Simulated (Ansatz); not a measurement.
Method: frozen-core CCSD(T)/cc-pVDZ // PBE0-D4/def2-SVP (Ansatz, a quantum-chemistry and plane-wave program).

Ansatz 0.2 input:
```yaml
crystal:
  periodic: [false, false, false]
  atoms:
    - { symbol: B, position_ang: [-1.62638, 1.9532, 0.295863] }
    - { symbol: C, position_ang: [-0.890877, 0.603406, 0.087323] }
    - { symbol: C, position_ang: [-1.542212, -0.721404, 0.53155] }
    - { symbol: C, position_ang: [-0.604548, -1.807087, -0.05731] }
    - { symbol: C, position_ang: [0.492162, -0.987231, -0.75092] }
    - { symbol: C, position_ang: [-0.294583, 0.21803, -1.27737] }
    - { symbol: C, position_ang: [1.354245, -0.3177, 0.344212] }
    - { symbol: C, position_ang: [2.620947, 0.240813, -0.252078] }
    - { symbol: O, position_ang: [2.891817, 1.407506, -0.35064] }
    - { symbol: C, position_ang: [0.418692, 0.763093, 0.92985] }
    - { symbol: H, position_ang: [-1.383639, 2.899598, -0.419472] }
    - { symbol: H, position_ang: [-2.380379, 2.108849, 1.23191] }
    - { symbol: H, position_ang: [-1.63689, -0.778682, 1.626535] }
    - { symbol: H, position_ang: [-2.559208, -0.814376, 0.120378] }
    - { symbol: H, position_ang: [-1.131981, -2.433067, -0.793354] }
    - { symbol: H, position_ang: [-0.191994, -2.485514, 0.705263] }
    - { symbol: H, position_ang: [1.076437, -1.558801, -1.488467] }
    - { symbol: H, position_ang: [0.338518, 1.008577, -1.708918] }
    - { symbol: H, position_ang: [-1.061142, -0.062895, -2.017245] }
    - { symbol: H, position_ang: [1.663482, -1.070451, 1.091013] }
    - { symbol: H, position_ang: [3.32611, -0.541188, -0.639911] }
    - { symbol: H, position_ang: [0.890694, 1.750016, 0.787925] }
    - { symbol: H, position_ang: [0.230729, 0.625309, 2.00386] }
basis:
  gaussian: { orbitals: cc-pVDZ }
correlation:
  method: ccsd_t
```

Output:

```
Functional definition: HF
1870 factors; integrals over basis functions are off by at most 1.2e-3 eV
mean field evaluation 1: about -11151.3049 eV, gradient 4.7e1 eV
mean field evaluation 2: about -11151.7485 eV, gradient 4.7e1 eV
mean field evaluation 4: about -11158.0095 eV, gradient 7.3e0 eV
mean field evaluation 8: about -11158.1765 eV, gradient 5.7e-1 eV
mean field evaluation 16: about -11158.1787 eV, gradient 1.2e-6 eV
mean field -11158.17870146 eV, -410.0555039935 hartree, gradient 1.2e-6 eV, S^2 0.000000; 0 other end points of the search recorded, 0 dependent functions left out
10 core orbitals not correlated
reference -11158.17870146 eV, -410.0555039935 hartree; 27, 27 occupied and 168, 168 virtual orbitals, 1870 factors
second order -37.28021134 eV of doubles, -0.00000000 eV of singles
cycle   1  -38.39576034 eV  change    -1.1e0 eV  update   1.5e-1
cycle   2  -39.44655692 eV  change    -1.1e0 eV  update   4.2e-2
cycle   3  -39.69295935 eV  change   -2.5e-1 eV  update   2.2e-2
cycle   4  -39.68708906 eV  change    5.9e-3 eV  update   5.4e-3
cycle   5  -39.68801050 eV  change   -9.2e-4 eV  update   2.4e-3
cycle   6  -39.68875595 eV  change   -7.5e-4 eV  update   7.6e-4
cycle   7  -39.68807780 eV  change    6.8e-4 eV  update   3.2e-4
cycle   8  -39.68789074 eV  change    1.9e-4 eV  update   1.1e-4
cycle   9  -39.68791768 eV  change   -2.7e-5 eV  update   5.8e-5
perturbative correction -1.42029316 eV, -0.0521948108 hartree
Total energy: -11199.28691229 eV, -411.5662028775 hartree
```

Cost: about 13 core-minutes (a rough figure).
